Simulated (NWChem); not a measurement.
C₂H₇BO₂; SMILES CCOBO

```xyz
12

B     -0.4651     1.2916     0.2931
H     -1.1616     2.0899     0.8811
O      0.7804     1.6084    -0.1580
H      1.0171     2.5194     0.0326
O     -0.9677     0.0567     0.0882
C     -0.2374    -0.9513    -0.5856
C      0.5914    -1.7723     0.3787
H     -0.9775    -1.5902    -1.0933
H      0.4074    -0.5028    -1.3596
H     -0.0425    -2.1972     1.1716
H      1.0867    -2.6021    -0.1486
H      1.3706    -1.1548     0.8504
```
Atoms are numbered in this order, from 1.

Results from NWChem. Structure relaxed at the PBE0/def2-SVP level.

Problem. Taking PBE/def2-TZVPP as the yardstick, which of these has the fewest basis functions while keeping “highest occupied level (eV)” within 0.05 eV of it: PBE/def2-TZVP; PBE/def2-SVPD; PBE/def2-SVP?

Solution. PBE/def2-TZVP.
| level | basis functions | highest occupied level (eV) | relative time (rough) |
|---|---|---|---|
| PBE/def2-SVP | 105 | -6.81 | 1 |
| PBE/def2-SVPD | 162 | -7.11 | 5 |
| PBE/def2-TZVP | 197 | -7.00 | 4 |
| PBE/def2-TZVPP | 253 | -7.01 | 10 |

The yardstick is one finite set, not the basis-set limit.
